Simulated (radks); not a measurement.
All-electron atom: Li2.5+ in 1s(up 0.25, down 0.25) (fractional occupations, a model configuration).

Calculated with a radial shooting solver on a logarithmic mesh with Libxc functionals: non-relativistic Kohn-Sham, SCAN, spin-polarised, spherical densities, point nucleus; meta-GGA in the generalised Kohn-Sham scheme.

Energy parts (hartree):
total: -2.31687
kinetic: 2.30930
electron-nucleus: -4.55890
Hartree: 0.23762
exchange-correlation: -0.30489

Orbitals (lengths in bohr, moments of r in powers of bohr; <r^-3> diverges for s and p1/2; r(90%) holds 90 % of the orbital's charge):
orbital  occ.  eigenvalue (hartree)  r(90%)  <r^-3>     <r>  <1/r>
1s        0.5              -4.36481   0.874       -  0.4931  3.039

The highest occupied level is 1s at -118.77 eV. Virial ratio -V/T = 2.00328.
